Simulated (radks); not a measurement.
The numbers below are computed, except where a source is named.
Ionisation of the lutetium ion Lu+, [Xe] 4f14 6s2, to Lu2+, [Xe] 4f14 6s1, under several functionals. Dirac Kohn-Sham, spin-unpolarised, spherical densities, point nucleus; a radial shooting solver on a logarithmic mesh with Libxc functionals.

| functional | E(Lu+) (hartree) | Exc (hartree) | IE (eV) | -e(HOMO) (eV) | <r> HOMO (bohr) | IE error (eV) |
|---|---|---|---|---|---|---|
| PBE | -14580.8950 | -301.8835 | 14.269 | 11.046 | 3.267 | +0.139 |
| LDA (Slater exchange, Perdew-Zunger correlation) | -14572.0418 | -292.9489 | 14.569 | 11.289 | 3.237 | +0.439 |
| LDA (Slater exchange, Perdew-Wang correlation) | -14572.0372 | -292.9438 | 14.563 | 11.282 | 3.237 | +0.433 |
| revPBE | -14581.2296 | -302.2222 | 14.151 | 10.968 | 3.277 | +0.021 |
| BP86 | -14582.7745 | -303.7812 | 14.469 | 11.227 | 3.252 | +0.339 |
| SOGGA | -14575.8732 | -296.8123 | 14.157 | 10.971 | 3.264 | +0.027 |

NIST Atomic Spectra Database: 14.13 eV (semi-empirical). Closest: revPBE. The Delta-SCF values span 0.42 eV, the total energies 10.74 hartree. The highest occupied level is 6s1/2. Spin polarisation and multiplet splitting are left out, so open shells lie too high by an amount that depends on their filling.

Beside tabulated values, note that spin-unpolarised runs miss the spin-polarisation part of the exchange energy of open shells.
